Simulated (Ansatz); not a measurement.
`CC(=O)OB(Cl)Cl` + `CO[SiH3]` → `COB(Cl)Cl` + `CC(=O)O[SiH3]`  (redistribution)

Gas-phase electronic energies from Ansatz, PBE0-D4/def2-TZVP geometries. CCSD(T)/CBS adds triple-zeta CCSD(T) − MP2 to the extrapolated MP2 energy (def2 sets, frozen cores). Functionals use def2-TZVPP. B3LYP here is the variant with VWN-RPA as its local correlation; programs differ in this. Each species was taken in one conformer, which may not be the lowest.

```
             level  ΔE (kJ/mol)  difference from CCSD(T)/CBS
         revPBE-D4        -43.6                          1.8
          B3LYP-D4        -43.0                          2.4
        r2SCANh-D4        -45.4                          0.0
        r2SCAN0-D4        -45.6                         -0.2
          BHLYP-D4        -43.8                          1.6
           ωB97M-V        -45.2                          0.2
            B2PLYP        -44.4                          1.0
          PBE-QIDH        -46.7                         -1.3
            revPBE        -43.6                          1.8
              BLYP        -42.6                          2.8
           LC-ωPBE        -46.8                         -1.4
       HF/def2-SVP        -47.1                         -1.7
  CCSD(T)/def2-SVP        -47.1                         -1.7
   CCSD/def2-TZVPP        -43.8                          1.6
SCS-MP2/def2-QZVPP        -44.0                          1.4
     MP2/CBS(def2)        -46.0                         -0.6
       CCSD(T)/CBS        -45.4                            0
```

Largest T1 diagnostic among the species: 0.014.

Leaving LDA and LC-ωPBE aside and taking each functional with its dispersion term where it has one, the values, not all of them listed here, spread over 4.5 kJ/mol, from PBE-QIDH to BLYP-D4. LDA lies −5.1 kJ/mol from PBE without D4.

CCSD(T)/CBS has its own doubt, a few kJ/mol and more with outer-core shells, so smaller differences from it don't rank the levels.
